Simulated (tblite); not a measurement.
Species: C5H7N3SeSi.
SMILES with atom numbers: `[CH3:1][c:2]1[cH:3][n:4]([Si@H:5]([SeH:6])[C:7]#[N:8])[cH:9][n:10]1` (hydrogens: H11, H12, H13 on C1; H14 on C3; H15 on Si5; H16 on Se6; H17 on C9)

Computed with GFN2-xTB (tblite), gas phase: L-BFGS steps from a force-field or distance-geometry start until the largest atomic force falls under 0.01 eV/Å.

Step 47: E = -760.4835 eV
```
atom  x, y, z in Å  |  force x, y, z in eV/Å
C1     -3.1661   -0.3706   -0.0403    0.003  -0.016   0.001
C2     -1.7487    0.0595   -0.1455   -0.037   0.039   0.026
C3     -0.6144   -0.6313    0.1463   -0.059  -0.007   0.024
N4      0.4521    0.2047   -0.1194    0.007  -0.045   0.026
Si5     2.1563   -0.1323   -0.0714    0.038   0.055   0.053
Se6     2.5051   -1.9356    1.2708    0.038  -0.070  -0.073
C7      2.9053    1.4290    0.6480   -0.014  -0.048  -0.030
N8      3.3670    2.3818    1.0812    0.006  -0.011   0.006
C9     -0.1218    1.3671   -0.5635    0.042   0.006   0.013
N10    -1.4094    1.3142   -0.5898    0.031   0.015  -0.017
H11    -3.7149    0.2941    0.6255    0.038  -0.014  -0.010
H12    -3.6413   -0.3243   -1.0192    0.007  -0.024   0.027
H13    -3.2104   -1.3869    0.3429   -0.062   0.004  -0.016
H14    -0.4769   -1.6193    0.5388    0.049  -0.001  -0.044
H15     2.7080   -0.3261   -1.4085   -0.003  -0.030  -0.019
H16     3.5196   -2.5198    0.4250   -0.035   0.072   0.079
H17     0.4835    2.2078   -0.8321   -0.050   0.074  -0.047
```

Step 48: E = -760.4856 eV
```
atom  x, y, z in Å  |  force x, y, z in eV/Å
C1     -3.1687   -0.3641   -0.0438    0.009  -0.029   0.021
C2     -1.7496    0.0602   -0.1429   -0.020   0.052   0.020
C3     -0.6176   -0.6342    0.1498   -0.060  -0.004   0.019
N4      0.4520    0.1991   -0.1115   -0.011  -0.038   0.007
Si5     2.1564   -0.1376   -0.0743    0.019   0.023   0.008
Se6     2.4985   -1.9479    1.2539    0.040  -0.090  -0.039
C7      2.9004    1.4265    0.6396    0.005   0.007   0.005
N8      3.3489    2.3854    1.0741    0.005  -0.038  -0.009
C9     -0.1183    1.3636   -0.5545    0.049   0.009   0.012
N10    -1.4060    1.3153   -0.5822    0.045   0.022  -0.037
H11    -3.7140    0.3008    0.6246    0.020  -0.008  -0.036
H12    -3.6416   -0.3194   -1.0244    0.011   0.000   0.048
H13    -3.2161   -1.3794    0.3393   -0.068  -0.031  -0.006
H14    -0.4836   -1.6232    0.5392    0.053  -0.023  -0.034
H15     2.7039   -0.3344   -1.4137   -0.012  -0.016  -0.009
H16     3.5559   -2.4982    0.4397   -0.030   0.069   0.074
H17     0.4925    2.1996   -0.8241   -0.056   0.096  -0.043
```

Step 49: E = -760.4880 eV
```
atom  x, y, z in Å  |  force x, y, z in eV/Å
C1     -3.1714   -0.3569   -0.0473    0.011  -0.033   0.036
C2     -1.7509    0.0623   -0.1393    0.010   0.045   0.006
C3     -0.6228   -0.6382    0.1540   -0.029   0.008   0.010
N4      0.4517    0.1906   -0.1026   -0.018  -0.008  -0.014
Si5     2.1567   -0.1444   -0.0780   -0.011  -0.028  -0.039
Se6     2.4924   -1.9649    1.2332    0.031  -0.093  -0.006
C7      2.8937    1.4232    0.6295    0.024   0.058   0.040
N8      3.3268    2.3889    1.0648    0.009  -0.055  -0.020
C9     -0.1123    1.3590   -0.5439    0.039   0.009   0.005
N10    -1.4002    1.3172   -0.5742    0.043   0.020  -0.040
H11    -3.7133    0.3088    0.6222   -0.009   0.007  -0.043
H12    -3.6415   -0.3128   -1.0291    0.011   0.023   0.047
H13    -3.2244   -1.3712    0.3350   -0.062  -0.062   0.007
H14    -0.4912   -1.6285    0.5400    0.044  -0.039  -0.026
H15     2.6988   -0.3436   -1.4206   -0.021  -0.001   0.006
H16     3.5987   -2.4698    0.4590   -0.013   0.057   0.062
H17     0.5023    2.1924   -0.8139   -0.058   0.092  -0.032
```

Step 50: E = -760.4905 eV
```
atom  x, y, z in Å  |  force x, y, z in eV/Å
C1     -3.1732   -0.3505   -0.0498    0.010  -0.023   0.041
C2     -1.7521    0.0666   -0.1354    0.040   0.016  -0.010
C3     -0.6289   -0.6415    0.1584    0.024   0.021   0.001
N4      0.4512    0.1818   -0.0941   -0.009   0.031  -0.030
Si5     2.1563   -0.1532   -0.0831   -0.032  -0.071  -0.057
Se6     2.4855   -1.9863    1.2104    0.022  -0.081   0.011
C7      2.8858    1.4187    0.6193    0.031   0.077   0.061
N8      3.3030    2.3917    1.0541    0.020  -0.057  -0.022
C9     -0.1045    1.3552   -0.5331    0.011   0.009  -0.010
N10    -1.3926    1.3204   -0.5671    0.021   0.007  -0.026
H11    -3.7134    0.3160    0.6187   -0.040   0.023  -0.029
H12    -3.6406   -0.3060   -1.0322    0.006   0.037   0.027
H13    -3.2321   -1.3648    0.3308   -0.046  -0.071   0.018
H14    -0.4991   -1.6335    0.5410    0.027  -0.037  -0.024
H15     2.6929   -0.3514   -1.4290   -0.027   0.009   0.013
H16     3.6430   -2.4392    0.4832    0.001   0.046   0.054
H17     0.5119    2.1880   -0.8033   -0.057   0.061  -0.016
```

Task: Estimate the geometry and energy of step 51. (The exact step hangs on the optimiser's Hessian estimate; all steps are aligned on step 50, rigid shifts and turns removed.)

Result: E = -760.4922 eV, largest force 0.107 eV/Å
```
atom  x, y, z in Å  |  force x, y, z in eV/Å
C1     -3.1722   -0.3493   -0.0499    0.003  -0.003   0.035
C2     -1.7521    0.0718   -0.1328    0.049  -0.024  -0.018
C3     -0.6319   -0.6405    0.1615    0.074   0.019  -0.008
N4      0.4511    0.1795   -0.0892    0.016   0.056  -0.040
Si5     2.1552   -0.1596   -0.0881   -0.031  -0.079  -0.040
Se6     2.4772   -2.0041    1.1918   -0.079  -0.030   0.066
C7      2.8825    1.4141    0.6135   -0.002   0.000   0.036
N8      3.2892    2.3906    1.0488    0.057   0.012   0.007
C9     -0.0992    1.3559   -0.5269   -0.021   0.012  -0.031
N10    -1.3874    1.3248   -0.5637   -0.022  -0.009  -0.008
H11    -3.7129    0.3174    0.6168   -0.063   0.030  -0.006
H12    -3.6391   -0.3048   -1.0319    0.004   0.042   0.003
H13    -3.2332   -1.3645    0.3289   -0.025  -0.052   0.023
H14    -0.5011   -1.6346    0.5399    0.009  -0.020  -0.023
H15     2.6884   -0.3564   -1.4352   -0.026   0.014   0.004
H16     3.6639   -2.4188    0.5056    0.102   0.008  -0.004
H17     0.5147    2.1904   -0.8005   -0.045   0.025   0.005
```

The energy changes by -0.0018 eV. The first-order estimate −F·Δx gives -0.0030 eV and the mean of the old and new forces, exact on a quadratic surface, -0.0019 eV. The step makes an angle of 77° with the force vector and moves no atom by more than 0.037 Å.

The cost below is that of the whole relaxation. Hardware: one thread, Arm Neoverse N1 (aarch64), shared host. Cost: 1.7 s.
